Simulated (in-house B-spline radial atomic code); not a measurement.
Inner-shell binding energies (edges) and X-ray emission energies of free atoms and ions, as differences of relaxed hole-state energies with first-order Breit, QED and recoil terms, without correlation or multiplet splittings, in NIST's listed ground configurations. For neutral atoms such line energies lie within some 1 to 5 eV of tabulated X-ray lines (up to 20 eV for the heaviest). K = 1s, L1 = 2s, L3 = 2p3/2, M3 = 3p3/2. A dash marks a subshell that is part filled or wasn't run, or a line left out. Computed with a B-spline radial code for spherical atoms: Dirac-Hartree-Fock, average of the configuration, finite nuclei.

| ion | configuration | K edge (eV) | L1 edge (eV) | L3 edge (eV) | K-L3 (eV) | K-M3 (eV) |
| --- | --- | --- | --- | --- | --- | --- |
| Ta | [Xe] 4f14 5d3 6s2 | 67416.8 | 11694.6 | 9887.34 | 57529.5 | 65212.1 |
| Re2+ | [Xe] 4f14 5d5 | ? | ? | ? | ? | ? |
| Os3+ | [Xe] 4f14 5d5 | ? | ? | ? | ? | ? |
| Ir4+ | [Xe] 4f14 5d5 | 76169 | 13487.9 | 11277.5 | 64891.5 | 73550.9 |
| Pt5+ | [Xe] 4f14 5d5 | 78472.2 | 13969.6 | 11646.1 | 66826.1 | 75739 |
| Au6+ | [Xe] 4f14 5d5 | 80822.3 | 14464.4 | 12022.3 | 68800 | 77970.3 |
| Hg7+ | [Xe] 4f14 5d5 | 83219.7 | 14972.2 | 12406 | 70813.7 | 80245.1 |

Question: Fill in the row of Re2+.

Answer: K edge (eV): 71700.1; L1 edge (eV): 12562.8; L3 edge (eV): 10563.4; K-L3 (eV): 61136.7; K-M3 (eV): 69300.2.

Question: Fill in the row of Os3+.

Answer: K edge (eV): 73911.5; L1 edge (eV): 13018.9; L3 edge (eV): 10916.6; K-L3 (eV): 62995; K-M3 (eV): 71404.5.
